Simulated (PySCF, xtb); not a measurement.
BeH2, SMILES [BeH2].

Harmonic wavenumbers (cm⁻¹) from GFN2-xTB in xtb at its own minimum, in rising order: 459, 459, 1962, 2116.

### Question
What does PBE0-D3(BJ)/def2-TZVPD (PySCF) give at its own minimum? (An estimate is asked for; the answer gives what the named calculation found.)

### Answer
714, 714, 2015, 2233. Paired by order, the mean absolute difference is 170 cm⁻¹ and the zero-point energies are 7.1 and 8.1 kcal/mol.
